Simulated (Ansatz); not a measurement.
All numbers were calculated with Ansatz.

A structure relaxed at PBE0-D4/def2-TZVP, charge 0, multiplicity 1:

```json
{"atom": "F1", "x (Å)": "-1.295", "y (Å)": "1.795", "z (Å)": "1.454"}
{"atom": "Al2", "x (Å)": "-0.134", "y (Å)": "1.373", "z (Å)": "0.357"}
{"atom": "Si3", "x (Å)": "0.013", "y (Å)": "-1.015", "z (Å)": "-0.190"}
{"atom": "Cl4", "x (Å)": "1.545", "y (Å)": "-1.257", "z (Å)": "-1.565"}
{"atom": "H5", "x (Å)": "0.766", "y (Å)": "2.527", "z (Å)": "-0.233"}
{"atom": "H6", "x (Å)": "0.333", "y (Å)": "-1.869", "z (Å)": "0.986"}
{"atom": "H7", "x (Å)": "-1.228", "y (Å)": "-1.553", "z (Å)": "-0.809"}
```

Give its formula and SMILES.

AlClFH3Si, `[F][AlH][SiH2]Cl`.

Point group (tolerance 0.08 Å, 0.16 Å for H)?

Cs.

Summarise the bond lengths by kind.

1 × Al–F 1.652 Å; 1 × Al–Si 2.455 Å; 1 × Al–H 1.578 Å; 1 × Cl–Si 2.073 Å; 2 × H–Si 1.488 Å.
